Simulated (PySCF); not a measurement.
PySCF job for CH₄F₃MoNO, SMILES [F][Mo]([F])([F])(=[N]C)[OH], multiplicity 1, PBE-D3(BJ)/def2-SVP. The structure is a stationary point at PBE-D3(BJ)/def2-SVP. The multiplicity is an assumed one; other spin states were not compared. The def2 effective core potentials stand for the cores of Mo; spin–orbit coupling is left out. The values are those of a single conformer.

```python
import numpy as np
from pyscf import gto, scf, dft, df
from pyscf.hessian import thermo

mol = gto.M(
    atom='''
    Mo   -0.04216760    0.19528564    0.17837810
    N     0.35305530   -0.97619189   -0.99388449
    C     0.55527565   -2.02393158   -1.92499945
    H     1.64067695   -2.22556813   -2.05601088
    H     0.06601464   -2.95519495   -1.56576721
    H     0.12061831   -1.75503895   -2.91258130
    F     0.95578034   -0.37911304    1.66893680
    F    -1.34881368    1.20910204   -0.72565114
    F    -1.51586477   -0.47785397    1.14748294
    O     1.18216618    1.60908070   -0.06365418
    H     1.86344191    1.66887716   -0.75801682
    ''',
    basis='def2-SVP',
    ecp={'Mo': 'def2-svp'},
    charge=0,
    spin=0,
    max_memory=1600,
    verbose=3,
)
mf = dft.RKS(mol, xc='pbe').density_fit(auxbasis='def2-universal-jkfit')
mf.disp = 'd3bj'
mf.grids.level = 3
mf.conv_tol = 1e-11
mf.max_cycle = 100
mf.kernel()

# [left out here: the lines that compute and print the analytic Hessian (its translational invariance restored by hand, since the grid's response is missing), thermochemistry and intensities]
```

Output:

```
converged SCF energy = -537.629823437721

WARN: DFTD3 does not support analytical Hessian, using finite difference


WARN: Mole.unit (angstrom) is changed to Bohr

Mode                                 0                   1                   2
Irrep
Freq [cm^-1]                       -9.9598             77.6145             96.0397
Reduced mass [au]                   1.0376              2.6806             12.5084
Force const [Dyne/A]               -0.0001              0.0095              0.0680
Char temp [K]                     -14.3299            111.6699            138.1797
Normal mode                   x     y     z       x     y     z       x     y     z
       0  Mo                 0.00 -0.00  0.00    0.02 -0.01  0.02   -0.01 -0.00 -0.00
       1   N                 0.00 -0.00  0.00    0.01 -0.01  0.02    0.00  0.00 -0.00
       2   C                -0.01  0.01 -0.01   -0.08  0.06 -0.09    0.05  0.02 -0.01
       3   H                 0.01  0.39 -0.44   -0.10 -0.02 -0.11    0.05  0.03  0.02
       4   H                 0.47 -0.14  0.24   -0.17  0.07 -0.19    0.04  0.01 -0.05
       5   H                -0.50 -0.20  0.15   -0.06  0.21 -0.06    0.08  0.03 -0.02
       6   F                -0.01 -0.00  0.01   -0.01  0.06  0.06    0.03 -0.09 -0.05
       7   F                 0.01 -0.00 -0.02    0.03 -0.07 -0.07   -0.00 -0.06 -0.07
       8   F                -0.01  0.02 -0.00   -0.01  0.02 -0.01   -0.00  0.13  0.09
       9   O                 0.01 -0.01  0.01   -0.01  0.01 -0.00   -0.04  0.03  0.06
      10   H                -0.03  0.02 -0.02   -0.29  0.20 -0.26   -0.00  0.04  0.09
Mode                                 3                   4                   5
Irrep
Freq [cm^-1]                      109.6252            140.1108            235.8705
Reduced mass [au]                   3.8936              1.3321             15.1425
Force const [Dyne/A]                0.0276              0.0154              0.4964
Char temp [K]                     157.7263            201.5883            339.3651
Normal mode                   x     y     z       x     y     z       x     y     z
       0  Mo                -0.02 -0.01  0.01   -0.00  0.00 -0.00   -0.03 -0.01  0.01
       1   N                -0.04 -0.03  0.01    0.05 -0.03  0.05   -0.05 -0.03  0.03
       2   C                 0.12  0.07 -0.06   -0.04  0.04 -0.05   -0.00  0.00 -0.00
       3   H                 0.15  0.18  0.01   -0.06  0.00 -0.13    0.01  0.05  0.02
       4   H                 0.18 -0.01 -0.18   -0.06  0.03 -0.11    0.03 -0.03 -0.04
       5   H                 0.18  0.11 -0.07   -0.08  0.15 -0.00    0.01  0.02 -0.00
       6   F                -0.01  0.03  0.02   -0.01  0.04  0.02    0.11  0.07 -0.05
       7   F                 0.00  0.03  0.03   -0.02 -0.04 -0.02    0.09  0.07 -0.08
       8   F                -0.02  0.04  0.04    0.02 -0.01  0.02   -0.01 -0.05  0.00
       9   O                 0.04 -0.08 -0.10    0.00 -0.01 -0.01   -0.02 -0.01  0.06
      10   H                -0.01 -0.11 -0.15    0.54 -0.39  0.48    0.02  0.03  0.10
Mode                                 6                   7                   8
Irrep
Freq [cm^-1]                      247.5422            251.6313            326.9469
Reduced mass [au]                  12.1474             13.2264              8.4128
Force const [Dyne/A]                0.4386              0.4934              0.5298
Char temp [K]                     356.1581            362.0414            470.4038
Normal mode                   x     y     z       x     y     z       x     y     z
       0  Mo                 0.00 -0.03 -0.04    0.01 -0.03  0.00   -0.01 -0.01  0.01
       1   N                 0.01 -0.02 -0.06    0.04 -0.05  0.03    0.06  0.08 -0.06
       2   C                 0.01 -0.05 -0.04    0.00 -0.02 -0.02   -0.00  0.00  0.01
       3   H                 0.01 -0.05 -0.03   -0.00 -0.03 -0.06   -0.02 -0.07 -0.00
       4   H                 0.01 -0.04 -0.02   -0.00 -0.03 -0.04   -0.04  0.06  0.10
       5   H                 0.01 -0.07 -0.05   -0.02  0.03  0.01   -0.02 -0.06  0.00
       6   F                -0.05  0.09  0.04    0.04  0.00 -0.00    0.09  0.06 -0.03
       7   F                 0.00  0.04  0.05    0.02  0.05  0.08   -0.05 -0.05  0.03
       8   F                 0.04  0.04  0.07   -0.07  0.07 -0.06   -0.08  0.05 -0.05
       9   O                -0.01  0.00  0.11   -0.11  0.07 -0.05    0.06 -0.06  0.05
      10   H                -0.04  0.11  0.09    0.05  0.00  0.11   -0.03 -0.19 -0.06
Mode                                 9                  10                  11
Irrep
Freq [cm^-1]                      328.0906            386.5520            555.6282
Reduced mass [au]                   5.0521              5.0263              1.8180
Force const [Dyne/A]                0.3204              0.4425              0.3307
Char temp [K]                     472.0493            556.1623            799.4253
[...]
       7   F                 0.09 -0.06  0.05   -0.05  0.04 -0.04   -0.10  0.07 -0.07
       8   F                -0.10 -0.04  0.07   -0.10 -0.05  0.06   -0.01 -0.00  0.01
       9   O                 0.02  0.01 -0.02    0.02  0.02 -0.01   -0.00  0.00 -0.00
      10   H                 0.11  0.29  0.09    0.04  0.07  0.01    0.05 -0.04  0.05
Mode                                15                  16                  17
Irrep
Freq [cm^-1]                      681.0904            718.6004           1045.0767
Reduced mass [au]                   8.1870              4.3401              1.3438
Force const [Dyne/A]                2.2376              1.3204              0.8647
Char temp [K]                     979.9374           1033.9060           1503.6327
Normal mode                   x     y     z       x     y     z       x     y     z
       0  Mo                 0.02 -0.02 -0.04    0.03  0.03 -0.01    0.00 -0.00  0.00
       1   N                -0.03  0.02  0.04   -0.02 -0.01  0.01   -0.02  0.04 -0.05
       2   C                -0.02  0.10  0.10   -0.00  0.00  0.01    0.04 -0.08  0.09
       3   H                -0.02  0.14  0.11    0.00  0.03  0.01    0.00  0.05 -0.36
       4   H                -0.01  0.09  0.08    0.02 -0.02 -0.03   -0.12 -0.19 -0.41
       5   H                -0.02  0.13  0.10    0.01  0.02  0.00   -0.08  0.52  0.30
       6   F                 0.04 -0.02  0.06   -0.01  0.00 -0.01   -0.00  0.00 -0.00
       7   F                -0.04  0.03 -0.02    0.01 -0.01  0.01    0.00 -0.00  0.00
       8   F                -0.08 -0.03  0.05   -0.03 -0.02  0.02   -0.00 -0.00  0.00
       9   O                 0.02  0.04  0.01   -0.13 -0.12  0.05    0.00  0.00 -0.00
      10   H                -0.01 -0.03 -0.03   -0.21 -0.37 -0.06    0.01  0.01  0.01
Mode                                18                  19                  20
Irrep
Freq [cm^-1]                     1047.1795           1340.6572           1381.9835
Reduced mass [au]                   1.3499              1.6662              1.0362
Force const [Dyne/A]                0.8722              1.7645              1.1661
Char temp [K]                    1506.6581           1928.9072           1988.3666
Normal mode                   x     y     z       x     y     z       x     y     z
       0  Mo                -0.00 -0.00  0.00   -0.00  0.00  0.00    0.00 -0.00 -0.00
       1   N                 0.07  0.03 -0.01    0.02 -0.07 -0.07   -0.00  0.02 -0.01
       2   C                -0.12 -0.04  0.01   -0.02  0.12  0.10    0.00  0.03 -0.04
       3   H                 0.02  0.50  0.31   -0.13 -0.31 -0.28   -0.02 -0.46  0.50
       4   H                 0.28 -0.35 -0.25    0.16 -0.18 -0.37    0.41 -0.25 -0.15
       5   H                 0.30  0.03 -0.15    0.14 -0.39 -0.13   -0.41  0.18  0.21
       6   F                 0.00  0.00 -0.00    0.00 -0.00  0.00    0.00 -0.00  0.00
       7   F                 0.00  0.00  0.00   -0.00  0.00 -0.00   -0.00  0.00 -0.00
       8   F                -0.00 -0.00  0.00   -0.00 -0.00  0.00    0.00  0.00 -0.00
       9   O                 0.00 -0.00 -0.00    0.00  0.00 -0.00   -0.00 -0.00 -0.00
      10   H                 0.01  0.03  0.01    0.00  0.00 -0.00    0.00  0.00  0.00
Mode                                21                  22                  23
Irrep
Freq [cm^-1]                     1383.7325           1406.4049           2938.8805
Reduced mass [au]                   1.0379              3.0324              1.0311
Force const [Dyne/A]                1.1709              3.5339              5.2468
Char temp [K]                    1990.8830           2023.5036           4228.3947
Normal mode                   x     y     z       x     y     z       x     y     z
       0  Mo                 0.00  0.00  0.00    0.00 -0.01 -0.01    0.00 -0.00 -0.00
       1   N                -0.02 -0.01 -0.01   -0.04  0.15  0.15   -0.00  0.00  0.00
       2   C                -0.05 -0.00 -0.00    0.00 -0.04 -0.03   -0.01  0.03  0.03
       3   H                -0.11 -0.29 -0.26   -0.06 -0.23 -0.23    0.56 -0.10 -0.06
       4   H                 0.42 -0.05  0.47    0.10 -0.15 -0.21   -0.24 -0.46  0.18
       5   H                 0.44  0.45 -0.08    0.12 -0.25 -0.13   -0.23  0.15 -0.52
       6   F                 0.00  0.00  0.00   -0.00  0.00  0.00    0.00  0.00  0.00
       7   F                -0.00 -0.00 -0.00    0.00  0.00  0.00   -0.00  0.00  0.00
       8   F                -0.00  0.00 -0.00   -0.00  0.00  0.00   -0.00  0.00  0.00
       9   O                -0.00  0.00  0.00   -0.00 -0.00  0.00   -0.00  0.00  0.00
      10   H                -0.00 -0.00 -0.00   -0.00  0.00  0.00    0.00 -0.00 -0.00
Mode                                24                  25                  26
Irrep
Freq [cm^-1]                     3032.1385           3035.6487           3749.8855
Reduced mass [au]                   1.1050              1.1046              1.0674
Force const [Dyne/A]                5.9855              5.9975              8.8435
Char temp [K]                    4362.5722           4367.6227           5395.2503
Normal mode                   x     y     z       x     y     z       x     y     z
       0  Mo                -0.00 -0.00 -0.00    0.00  0.00 -0.00    0.00 -0.00 -0.00
       1   N                 0.00 -0.00  0.00   -0.00 -0.00  0.00    0.00 -0.00 -0.00
       2   C                -0.06  0.03 -0.05    0.06  0.05 -0.04   -0.00  0.00  0.00
       3   H                 0.58 -0.10 -0.08   -0.48  0.10  0.05    0.00 -0.00 -0.00
       4   H                -0.09 -0.13  0.04   -0.34 -0.64  0.26    0.00 -0.00 -0.00
       5   H                 0.28 -0.18  0.64    0.11 -0.05  0.21   -0.00 -0.00 -0.00
       6   F                 0.00 -0.00  0.00    0.00 -0.00 -0.00    0.00 -0.00  0.00
       7   F                 0.00 -0.00 -0.00   -0.00 -0.00 -0.00   -0.00  0.00 -0.00
       8   F                 0.00  0.00  0.00    0.00  0.00  0.00   -0.00 -0.00  0.00
       9   O                -0.00  0.00  0.00   -0.00 -0.00 -0.00    0.04  0.01 -0.04
      10   H                 0.00  0.00 -0.00   -0.00 -0.00  0.00   -0.68 -0.07  0.68
temperature 298.1500 [K]
pressure 101325.00 [Pa]
Rotational constants [GHz] 1.99170 1.55227 1.51839
Symmetry number 1
Zero-point energy (ZPE) 0.06018 [Eh]   158010.190 [J/mol]
                           tot       elec      trans        rot        vib
Entropy [J/mol/K]       399.094      0.000    174.762    119.734    104.598
Cv [J/mol/K]            127.939      0.000     12.472     12.472    102.995
Cp [J/mol/K]            136.253      0.000     20.786     12.472    102.995
Internal energy [J/mol]                      3718.434   3718.434 174843.790
Internal energy [Eh]   -537.56040  -537.62982
Enthalpy [J/mol]                             6197.391   3718.434 174843.790
Enthalpy [Eh]          -537.55945
Gibbs free energy [J/mol]                  -45907.874 -31980.139 143657.829
Gibbs free energy [Eh] -537.60477
mode   freq/cm-1   IR/(km/mol)
   1       -9.96         0.262
   2       77.61        21.356
   3       96.04         0.982
   4      109.63         3.518
   5      140.11        26.834
   6      235.87         8.191
   7      247.54         4.439
   8      251.63        17.659
   9      326.95        15.222
  10      328.09        34.416
  11      386.55        34.418
  12      555.63       138.494
  13      585.15        47.377
  14      642.67        36.786
  15      672.49       233.255
  16      681.09        78.390
  17      718.60        94.152
  18     1045.08         0.042
  19     1047.18         0.163
  20     1340.66        48.099
  21     1381.98        12.465
  22     1383.73        12.935
  23     1406.40        45.802
  24     2938.88        12.901
  25     3032.14         2.172
  26     3035.65         1.332
  27     3749.89       186.598
max |gradient| / (hartree/bohr): 0.00038973631219361456
APT charges: [ 2.4902 -0.5547  0.2655  0.0038  0.0139  0.0043 -0.5921 -0.5834 -0.5953
 -0.779   0.3269]
```

The calculation finished and met its thresholds.
